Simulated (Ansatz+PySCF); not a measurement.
**singlet H₆: levels of theory in one basis**

| atom | x (Å) | y (Å) | z (Å) |
| --- | --- | --- | --- |
| H | 0.0000 | 0.0000 | 0.0000 |
| H | 0.0000 | 0.0000 | 1.8000 |
| H | 0.0000 | 0.0000 | 3.6000 |
| H | 0.0000 | 0.0000 | 5.4000 |
| H | 0.0000 | 0.0000 | 7.2000 |
| H | 0.0000 | 0.0000 | 9.0000 |

Basis set: cc-pVDZ (spherical functions). All electrons are correlated. Charge 0, multiplicity 1.

Computed with Ansatz (development build ahead of 0.2.0); each method stands on the lowest determinant of its kind that the runs found. NEVPT2 correlates all electrons. Active spaces start from the frontier orbitals, and the lowest solution found is given.

```json
{"method": "RHF", "E − E(RHF) (eV)": "0.00", "<S²> of the determinant": "0.00"}
{"method": "UHF", "E − E(RHF) (eV)": "-4.70", "<S²> of the determinant": "2.25"}
{"method": "RHF-MP2", "E − E(RHF) (eV)": "-3.57", "<S²> of the determinant": "–"}
{"method": "UHF-MP2", "E − E(RHF) (eV)": "-5.08", "<S²> of the determinant": "2.25"}
{"method": "RHF-CCSD", "E − E(RHF) (eV)": "-6.47", "<S²> of the determinant": "–"}
{"method": "UHF-CCSD", "E − E(RHF) (eV)": "-6.13", "<S²> of the determinant": "2.25"}
{"method": "RHF-CCSD(T)", "E − E(RHF) (eV)": "-6.62", "<S²> of the determinant": "–"}
{"method": "UHF-CCSD(T)", "E − E(RHF) (eV)": "-6.15", "<S²> of the determinant": "2.25"}
{"method": "RHF-CCSDT(Q)", "E − E(RHF) (eV)": "-6.44", "<S²> of the determinant": "–"}
{"method": "UHF-CCSDT(Q)", "E − E(RHF) (eV)": "-6.25", "<S²> of the determinant": "2.25"}
{"method": "CASSCF(6,6)", "E − E(RHF) (eV)": "-6.03", "<S²> of the determinant": "–"}
{"method": "CASSCF(2,2)", "E − E(RHF) (eV)": "-1.83", "<S²> of the determinant": "–"}
{"method": "SC-NEVPT2(6,6)", "E − E(RHF) (eV)": "-6.29", "<S²> of the determinant": "–"}
{"method": "SC-NEVPT2(2,2)", "E − E(RHF) (eV)": "-4.21", "<S²> of the determinant": "–"}
```

(1) What does full CI (lowest root of this spin) give on the same scale?

(2) Is a single determinant a sound starting point here?

## Answers

(1) -6.39 eV.

At such a shape the full CI root can have another spatial symmetry than the determinants, so the rows needn't describe one state.

(2) It is doubtful. Unrestricted orbitals lower Hartree–Fock by 4.70 eV and <S²> is 2.25 where a pure state has 0.00, a sign of strong static correlation. The CASSCF(6,6) natural occupations are 1.76, 1.68, 1.51, 0.51, 0.32, 0.23. The CASSCF(2,2) natural occupations are 1.68, 0.32.

Caution for RHF, RHF-MP2, RHF-CCSD, RHF-CCSD(T), RHF-CCSDT(Q): an unrestricted determinant lies well below. Caution for UHF, UHF-MP2, UHF-CCSD, UHF-CCSD(T), UHF-CCSDT(Q): the unrestricted determinant is a mixture of spin states; the determinant breaks the point group. Caution for RHF-MP2, RHF-CCSD, RHF-CCSD(T), RHF-CCSDT(Q): large amplitudes, a single reference is doubtful. Caution for RHF-MP2, RHF-CCSD, UHF-CCSD, RHF-CCSD(T), UHF-CCSD(T): the program doubts this total. Caution for UHF-MP2, UHF-CCSD, UHF-CCSD(T), UHF-CCSDT(Q): bonds are stretched, where a single reference can fail. Caution for UHF-CCSDT(Q): another reference gives a lower total.
